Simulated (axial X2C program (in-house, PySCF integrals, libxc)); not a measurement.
**Sm⁺: configurations by level of theory**

Calculated with an in-house all-electron X2C program for linear molecules (integrals from PySCF), basis dyall-v3z (cores contracted in-house), spin-free (one-electron X2C) and two-component (2c, atomic mean-field Coulomb and Gaunt terms). Energies in eV from the lowest row of each column (rows without correlated energies are left out; n/a marks j-coupled starts, which PBE0 does not hold); electrons by l are Mulliken totals of the Hartree–Fock solution, and PBE0 can relax to another configuration under the same block occupation. Coupled cluster uses truncated natural virtuals with an MP2 remainder. Frozen shells in the correlated columns: 4 s, 3 p, 2 d.

The low spin-free determinants:

```tsv
electrons by l	M_S, M_L	HF	MP2	PBE0
s11 p24 d20 f6	7/2, 0	0.00	0.00	0.00
s11 p24 d20 f6	7/2, 3	0.02	0.02	0.25
s11 p24 d20 f6	7/2, 1	0.06	0.04	0.02
s11 p24 d20 f6	7/2, 2	0.13	0.08	0.01
s11 p24 d20 f6	5/2, 0	0.16	0.19	0.28
s11 p24 d20 f6	5/2, 3	0.18	0.21	0.53
s11 p24 d20 f6	5/2, 1	0.22	0.23	0.30
s11 p24 d20 f6	5/2, 2	0.29	0.28	0.29
```

And the two-component ones:

```tsv
electrons by l	2M_J	HF	MP2	PBE0
s11 p24 d20 f6	1	0.00	0.00	0.17
s11 p24 d20 f6	3	0.19	0.14	0.00
s11 p24 d20 f6	5	0.19	0.17	0.08
s11 p24 d20 f6	7	0.20	0.20	0.13
s11 p24 d20 f6	9	0.32	0.30	0.22
s11 p24 d20 f6	1	0.35	0.33	0.28
s11 p24 d20 f6	5	0.36	0.39	0.41
s11 p24 d20 f6	13	0.41	0.41	0.59
```

Ground level as tabulated from the NIST Atomic Spectra Database (leading term): 2S+1 = 8, L = 3, J = 1/2.

Spin-free rows of one term, and 2c rows of one J level, should be degenerate; broken spherical symmetry, the missing current term of PBE0 and determinants that mix terms or J levels spread them. The search is wide but not exhaustive and can miss a configuration; gaps between s and d configurations can be off by some tenths of an eV with this basis and core.

The run took 2.5 min on 1 thread of Arm Neoverse V1, with other jobs on the host.
